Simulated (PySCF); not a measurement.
Basis-set dependence of population analyses: `CCCNC(C)=O`

C5H11NO.
Structure used (PBE0-D3(BJ)/def2-SVP), in Å, numbered top down from 1:
```
atom  x, y, z in Å
C1    -1.8870    0.8886   -0.7221
C2    -1.7894   -0.3360    0.1727
C3    -0.5753   -1.2093   -0.1262
N4     0.6824   -0.5288    0.0631
C5     1.5016   -0.1923   -0.9752
C6     2.7469    0.5671   -0.5694
O7     1.2549   -0.4797   -2.1295
H8    -2.7667    1.5008   -0.4734
H9    -0.9958    1.5265   -0.6173
H10   -1.9577    0.6024   -1.7826
H11   -2.6921   -0.9609    0.0653
H12   -1.7657   -0.0265    1.2334
H13   -0.6038   -2.1229    0.4922
H14   -0.5844   -1.5251   -1.1800
H15    0.9314   -0.2238    0.9948
H16    3.3502    0.7532   -1.4649
H17    2.4837    1.5299   -0.1045
H18    3.3407   -0.0076    0.1578
```

PBE0 throughout (PySCF), one geometry, spherical d and f functions. Geometry: PBE0-D3(BJ)/def2-SVP, one conformer, isolated molecule. The first 7 of 12 kinds of atom are listed.

Mulliken charges (e):

```csv
basis,functions,C1,C2,C3,N4,C5,C6,O7
STO-3G,46,-0.232,-0.141,-0.061,-0.324,+0.225,-0.261,-0.252
pcSseg-0,85,-0.632,-0.544,-0.200,-0.774,+0.590,-0.692,-0.525
6-31G,85,-0.485,-0.315,-0.158,-0.673,+0.530,-0.579,-0.460
6-31G*,120,-0.520,-0.327,-0.191,-0.617,+0.579,-0.643,-0.481
cc-pVDZ,153,-0.082,-0.114,+0.053,-0.199,+0.114,-0.076,-0.285
def2-SVP,153,-0.083,-0.115,+0.088,-0.256,+0.099,-0.076,-0.286
pcSseg-1,174,-0.288,-0.284,-0.010,-0.516,+0.367,-0.286,-0.436
"6-311+G(2d,p)",255,-0.533,-0.191,-0.193,-0.245,+0.567,-0.682,-0.517
aug-cc-pVDZ,260,+0.497,+0.561,+0.657,-0.226,+0.669,+0.299,-0.656
def2-TZVP,283,-0.358,-0.198,-0.106,-0.307,+0.292,-0.408,-0.380
```

IAO charges (e):

| basis | functions | C1 | C2 | C3 | N4 | C5 | C6 | O7 |
| --- | --- | --- | --- | --- | --- | --- | --- | --- |
| STO-3G | 46 | -0.393 | -0.263 | -0.177 | -0.271 | +0.217 | -0.441 | -0.264 |
| pcSseg-0 | 85 | -0.423 | -0.272 | -0.169 | -0.328 | +0.383 | -0.488 | -0.465 |
| 6-31G | 85 | -0.431 | -0.262 | -0.175 | -0.338 | +0.389 | -0.491 | -0.476 |
| 6-31G* | 120 | -0.411 | -0.251 | -0.154 | -0.347 | +0.432 | -0.476 | -0.496 |
| cc-pVDZ | 153 | -0.410 | -0.249 | -0.154 | -0.345 | +0.429 | -0.476 | -0.491 |
| def2-SVP | 153 | -0.400 | -0.245 | -0.150 | -0.338 | +0.425 | -0.466 | -0.492 |
| pcSseg-1 | 174 | -0.410 | -0.251 | -0.155 | -0.349 | +0.433 | -0.473 | -0.504 |
| 6-311+G(2d,p) | 255 | -0.424 | -0.257 | -0.162 | -0.356 | +0.441 | -0.486 | -0.517 |
| aug-cc-pVDZ | 260 | -0.422 | -0.255 | -0.162 | -0.355 | +0.440 | -0.484 | -0.516 |
| def2-TZVP | 283 | -0.424 | -0.257 | -0.161 | -0.355 | +0.444 | -0.487 | -0.515 |

Hirshfeld charges (e):

```json
{"basis": "STO-3G", "functions": "46", "C1": "-0.042", "C2": "-0.013", "C3": "+0.051", "N4": "-0.152", "C5": "+0.144", "C6": "-0.052", "O7": "-0.219"}
{"basis": "pcSseg-0", "functions": "85", "C1": "-0.106", "C2": "-0.053", "C3": "-0.010", "N4": "-0.100", "C5": "+0.176", "C6": "-0.113", "O7": "-0.285"}
{"basis": "6-31G", "functions": "85", "C1": "-0.103", "C2": "-0.054", "C3": "-0.008", "N4": "-0.112", "C5": "+0.172", "C6": "-0.106", "O7": "-0.300"}
{"basis": "6-31G*", "functions": "120", "C1": "-0.103", "C2": "-0.056", "C3": "-0.009", "N4": "-0.108", "C5": "+0.168", "C6": "-0.103", "O7": "-0.300"}
{"basis": "cc-pVDZ", "functions": "153", "C1": "-0.113", "C2": "-0.065", "C3": "-0.017", "N4": "-0.098", "C5": "+0.169", "C6": "-0.120", "O7": "-0.281"}
{"basis": "def2-SVP", "functions": "153", "C1": "-0.116", "C2": "-0.066", "C3": "-0.019", "N4": "-0.098", "C5": "+0.177", "C6": "-0.123", "O7": "-0.289"}
{"basis": "pcSseg-1", "functions": "174", "C1": "-0.118", "C2": "-0.069", "C3": "-0.020", "N4": "-0.106", "C5": "+0.176", "C6": "-0.123", "O7": "-0.290"}
{"basis": "6-311+G(2d,p)", "functions": "255", "C1": "-0.118", "C2": "-0.074", "C3": "-0.024", "N4": "-0.114", "C5": "+0.164", "C6": "-0.122", "O7": "-0.291"}
{"basis": "aug-cc-pVDZ", "functions": "260", "C1": "-0.125", "C2": "-0.077", "C3": "-0.028", "N4": "-0.113", "C5": "+0.169", "C6": "-0.131", "O7": "-0.287"}
{"basis": "def2-TZVP", "functions": "283", "C1": "-0.121", "C2": "-0.074", "C3": "-0.025", "N4": "-0.111", "C5": "+0.169", "C6": "-0.126", "O7": "-0.290"}
```

ESP-fitted charges (e):

| basis | functions | C1 | C2 | C3 | N4 | C5 | C6 | O7 |
| --- | --- | --- | --- | --- | --- | --- | --- | --- |
| STO-3G | 46 | -0.320 | +0.028 | -0.054 | -0.482 | +0.593 | -0.588 | -0.384 |
| pcSseg-0 | 85 | -0.359 | +0.089 | -0.027 | -0.655 | +0.871 | -0.757 | -0.603 |
| 6-31G | 85 | -0.297 | +0.033 | +0.046 | -0.661 | +0.802 | -0.625 | -0.594 |
| 6-31G* | 120 | -0.335 | +0.085 | -0.015 | -0.578 | +0.707 | -0.631 | -0.528 |
| cc-pVDZ | 153 | -0.281 | +0.089 | -0.014 | -0.527 | +0.674 | -0.574 | -0.517 |
| def2-SVP | 153 | -0.273 | +0.084 | 0.000 | -0.543 | +0.708 | -0.578 | -0.541 |
| pcSseg-1 | 174 | -0.299 | +0.117 | +0.006 | -0.584 | +0.745 | -0.606 | -0.567 |
| 6-311+G(2d,p) | 255 | -0.338 | +0.096 | -0.015 | -0.565 | +0.737 | -0.644 | -0.568 |
| aug-cc-pVDZ | 260 | -0.314 | +0.079 | +0.006 | -0.569 | +0.751 | -0.625 | -0.572 |
| def2-TZVP | 283 | -0.334 | +0.118 | -0.025 | -0.552 | +0.735 | -0.641 | -0.562 |

Question: Which scheme is steadiest as the basis changes?

Answer: Largest range over the bases for any column: Hirshfeld 0.08 e, IAO 0.25 e, ESP-fitted 0.28 e, Mulliken 1.13 e. Hirshfeld charges move least and Mulliken charges most, counted in e. Without the minimal STO-3G basis the ranges are Hirshfeld 0.03, IAO 0.06, ESP-fitted 0.20, Mulliken 1.13 e.

Question: How much do the charges still move between the two largest bases, aug-cc-pVDZ and def2-TZVP?

Answer: At most, over all atoms: Mulliken 0.856 e, IAO 0.004 e, Hirshfeld 0.005 e, ESP-fitted 0.039 e.

Question: What do the same runs give for the total energy, the frontier levels and the dipole moment?

Answer: 
```json
{"basis": "STO-3G", "energy (Eh)": "-322.6665", "HOMO (eV)": "-3.61", "LUMO (eV)": "4.41", "μ (D)": "2.68"}
{"basis": "pcSseg-0", "energy (Eh)": "-326.0136", "HOMO (eV)": "-7.15", "LUMO (eV)": "0.95", "μ (D)": "3.77"}
{"basis": "6-31G", "energy (Eh)": "-326.6727", "HOMO (eV)": "-6.94", "LUMO (eV)": "1.08", "μ (D)": "3.81"}
{"basis": "6-31G*", "energy (Eh)": "-326.7632", "HOMO (eV)": "-6.89", "LUMO (eV)": "1.23", "μ (D)": "3.57"}
{"basis": "cc-pVDZ", "energy (Eh)": "-326.7895", "HOMO (eV)": "-6.94", "LUMO (eV)": "1.10", "μ (D)": "3.49"}
{"basis": "def2-SVP", "energy (Eh)": "-326.5366", "HOMO (eV)": "-7.05", "LUMO (eV)": "1.02", "μ (D)": "3.59"}
{"basis": "pcSseg-1", "energy (Eh)": "-326.7352", "HOMO (eV)": "-7.21", "LUMO (eV)": "0.82", "μ (D)": "3.70"}
{"basis": "6-311+G(2d,p)", "energy (Eh)": "-326.8683", "HOMO (eV)": "-7.25", "LUMO (eV)": "0.03", "μ (D)": "3.72"}
{"basis": "aug-cc-pVDZ", "energy (Eh)": "-326.8127", "HOMO (eV)": "-7.23", "LUMO (eV)": "-0.31", "μ (D)": "3.68"}
{"basis": "def2-TZVP", "energy (Eh)": "-326.8937", "HOMO (eV)": "-7.21", "LUMO (eV)": "0.68", "μ (D)": "3.68"}
```

The dipole is fixed by the density alone, so its range of 1.13 D shows that the density itself changes with the basis, not only its division among atoms.
